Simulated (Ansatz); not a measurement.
A nudged elastic band was laid between two geometries of BCl2F + H2 (6 atoms, charge 0, multiplicity 1).

All numbers below come from RKS B3LYP-D4/def2-SVP (Ansatz 0.2.0).

| Quantity | Value |
| --- | --- |
| movable images | 5 |
| climbing image | yes |
| spring | 5.0 eV/Å² |
| optimiser | quadratic models (default) |
| start path | through a guess of the saddle point |
| force threshold | 0.05 eV/Å |
| iteration limit | 60 |
| end points | relaxed |

Image 0:

```xyz
6
Properties=species:S:1:pos:R:3
B -0.035 0.503 0.129
Cl 0.007 1.034 1.797
F 1.086 0.146 -0.456
Cl -1.527 0.449 -0.784
H -0.242 -2.475 0.520
H -0.118 -2.306 1.250
```

Image 6:

```xyz
6
Properties=species:S:1:pos:R:3
B -0.098 -0.378 -0.616
Cl -0.047 -0.095 2.543
F 1.079 0.195 -0.740
Cl -1.542 0.561 -0.953
H -0.174 -1.546 -0.349
H -0.046 -1.385 2.572
```

Question: Which bonds break or form, and what moves?

Answer: Bonds broken: B1–Cl2, H5–H6. Bonds formed: B1–H5, Cl2–H6. BCl2F + H2 becomes BClFH + ClH.

Question: What energy profile does the band end with?

Answer: The forces met the threshold. The highest image is number 3 of 0 to 6, 1.63 eV above the first end and 1.03 eV above the last; the last end lies 0.60 eV above the first. A vibrational analysis at the climbing image gives one clearly imaginary mode, 947i cm⁻¹: a first-order saddle point. The orbitals stay closed-shell, which can raise the energy where a bond breaks towards radicals; this wasn't checked here.

| image | path coordinate (Å) | energy (eV) | B1–Cl2 (Å) | H5–H6 (Å) | B1–H5 (Å) |
| --- | --- | --- | --- | --- | --- |
| 0 | 0.00 | 0.00 | 1.75 | 0.76 | 3.01 |
| 1 | 0.67 | 0.08 | 1.76 | 0.76 | 2.48 |
| 2 | 1.34 | 0.59 | 1.81 | 0.77 | 1.85 |
| 3 | 2.02 | 1.63 | 2.12 | 1.05 | 1.32 |
| 4 | 2.64 | 0.86 | 2.68 | 1.60 | 1.21 |
| 5 | 3.27 | 0.63 | 3.09 | 2.21 | 1.20 |
| 6 | 3.90 | 0.60 | 3.17 | 2.93 | 1.20 |

Question: What is the geometry of the highest image?

Answer: 
```xyz
6
Properties=species:S:1:pos:R:3:forces:R:3
B -0.075 -0.311 0.027 0.00 0.00 0.00
Cl -0.054 0.175 2.092 0.00 0.00 0.00
F 1.110 0.009 -0.473 0.00 0.00 0.00
Cl -1.574 0.227 -0.742 0.00 0.00 0.00
H -0.142 -1.602 0.303 0.00 0.00 0.00
H -0.093 -1.146 1.249 0.00 0.00 0.00
```

Question: What are the harmonic wavenumbers there?

Answer: 947i, 193, 278, 394, 689, 734, 827, 1075, 1290, 1347, 1642, 2156 cm⁻¹.

Run time: 6.6 min on 1 thread of Arm Neoverse V2, with other jobs on the host, peak memory 0.15 GiB.
